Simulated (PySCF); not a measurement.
Two-dimensional NMR puzzle

Compound of formula C5H4F4O2. Correlations simulated from computed shifts and couplings:

HSQC (one-bond C–H):
```csv
δH,δC,"$^{1}J$(C,H) (Hz)"
5.26,91.7,166
5.14,89.4,171
4.94,79.1,157
4.88,79.1,160
```

COSY cross peaks (|J| ≥ 2 Hz):
```csv
δH,δH,abs. J (Hz),bonds
5.26,5.14,4.6,3
5.14,4.94,4.7,3
5.14,4.88,7.0,3
4.94,4.88,9.2,2
```

HMBC (two and three bonds, |J| ≥ 2.5 Hz):
```csv
δH,δC [abs. J in Hz]
5.26,"120.6 [4.0], 89.4 [7.5]"
5.14,198.7 [3.4]
4.94,89.4 [6.2]
4.88,91.7 [5.4]
```

Carbons without hydrogens: δ 198.7, 120.6.

PySCF calculation with structure optimised with PBE0-D3(BJ)/def2-SVP, shielding tensors at PBE0/pcSseg-1 (GIAO) and J: B3LYP/pcJ-1 (spin–dipole term only in couplings to heteroatoms); non-relativistic, equivalent nuclei averaged, no solvent, one conformer.

Referencing at the same level of theory: TMS for $^{1}$H (σ = 31.27 ppm), $^{13}$C (σ = 184.41 ppm).

Exchangeable hydrogens are left out of these lists, and C,H couplings along chains are those of one rotamer, so weak HMBC peaks may be missing or extra.

Assemble the structure.

Results:

`O=C([C@@H]1OC[C@H]1F)C(F)(F)F`.

Mapped SMILES: `[O:1]=[C:2]([C@@H:3]1[O:4][CH2:5][C@H:6]1[F:7])[C:8]([F:9])([F:10])[F:11]` (H(Xn): hydrogen on atom n). Ha(C5) is cis to C2 on the ring; Hb(C5) is trans to C2 on the ring.

- δC 198.7 is C2, a ketone carbonyl carbon.
- δC 120.6 is C8, a CF3 carbon.
- δC 91.7 is C3, an sp3 CH bonded to O, α to a carbonyl (δH 5.26).
- δC 89.4 is C6, an sp3 CH bonded to F (δH 5.14).
- δC 79.1 is C5, an sp3 CH2 bonded to O (δH 4.94, 4.88).
- HMBC from δH 5.26 reaches the proton-free carbon C8.
- HMBC from δH 5.14 reaches the proton-free carbon C2.
- COSY links 5.26–5.14, 5.14–4.94, 5.14–4.88, 4.94–4.88.

The shifts were computed for this structure.

Common functionals overestimate the size of one-bond C–F couplings by tens of Hz; these are unscaled. Unscaled 3J(H,H) at this level run about 10 % above measured values. Shifts are as computed. Against solution values, carbons near 30 ppm lie about +2 ppm off and those near 130 ppm about +5 ppm. Of 1313 compounds with measured shifts, 239 miss one by over three times the rms of a fit or turn the order of signals round; such compounds aren't used in these exercises. Only one conformer was computed, so three-bond couplings in flexible chains and rings are approximate.
